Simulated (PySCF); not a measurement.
Computed IR spectrum (relative IR intensity) of a molecule C₃H₅BN₂. The structure is a stationary point at PBE-D3(BJ)/def2-SVP. Other conformers were not sampled. Computed with PBE-D3(BJ)/def2-SVP (PySCF 2.14.0). No scaling factor is applied to the harmonic values.

| ν (cm⁻¹) | relative intensity |
|---|---|
| 341 | 8.1 |
| 564 | 80 |
| 601 | 30 |
| 653 | 5.8 |
| 759 | 24 |
| 801 | 4.5 |
| 845 | 6.9 |
| 914 | 6.5 |
| 1134 | 26 |
| 1281 | 9.5 |
| 1415 | 39 |
| 1537 | 13 |
| 1569 | 100 |
| 1587 | 16 |
| 3039 | 22 |
| 3107 | 15 |
| 3152 | 5.5 |
| 3500 | 31 |
| 3599 | 23 |

Identify the compound among the candidates.
A. NB1C=CN=C1
B. CB1C=NC=N1
C. CB1N=CC=N1
D. NB1C=CC=N1

A, NB1C=CN=C1
